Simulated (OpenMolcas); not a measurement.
# Worked example: vertical ionisation energy of SiNH4ClO (SMILES N[SiH](O)Cl)

SiNH4ClO: 8 atoms, total charge 0, spin state singlet. SMILES: `N[SiH](O)Cl`. The coordinates come from a PBE0-D4/def2-TZVP relaxation. This is one conformer, not always the lowest.

```xyz
8

N    -0.7498    0.8856   -0.2890
Si    0.5244   -0.2262   -0.1153
O     0.5513   -0.8613    1.3869
Cl    0.1731   -1.6416   -1.5669
H    -1.2172    0.9980   -1.1727
H    -0.8069    1.7124    0.2830
H     1.8967    0.2772   -0.3086
H    -0.2795   -1.2012    1.7267
```

Both states at this one shape; open shells run unrestricted unless said. 1 Eh = 27.2114 eV.

```tsv
level	program	singlet SiNH4ClO (Eh)	doublet SiNH4ClO+ (Eh)	HOMO of the first (eV)
HF/3-21G	OpenMolcas	-875.733501	-875.387355	-11.60
HF/6-31G* (spherical functions)	OpenMolcas	-880.162089	-879.820956	-11.55
SVWN5/6-31G* (spherical functions)	OpenMolcas	-878.500464	-878.134718	-6.33
TPSS/6-31G* (spherical functions)	OpenMolcas	-882.203054	-881.841258	-6.35
```

Q: Work out the vertical ionisation energy at each level.

A: 
1. HF/3-21G: -875.387355 − (-875.733501) = 0.346146 Eh = 9.42 eV; −ε(HOMO) = 11.60 eV.
2. HF/6-31G* (spherical functions): -879.820956 − (-880.162089) = 0.341133 Eh = 9.28 eV; −ε(HOMO) = 11.55 eV.
3. SVWN5/6-31G* (spherical functions): -878.134718 − (-878.500464) = 0.365746 Eh = 9.95 eV; −ε(HOMO) = 6.33 eV.
4. TPSS/6-31G* (spherical functions): -881.841258 − (-882.203054) = 0.361796 Eh = 9.84 eV; −ε(HOMO) = 6.35 eV.

No measured value is set beside it here; the levels span 9.28 to 9.95 eV. In Hartree–Fock, −ε(HOMO) (Koopmans) exceeds the difference of totals by the orbital relaxation of the ion. In semi-local functionals −ε(HOMO) lies far under the ionisation energy, a result of self-interaction. Hartree–Fock favours the state with fewer electron pairs, since it lacks pair correlation.
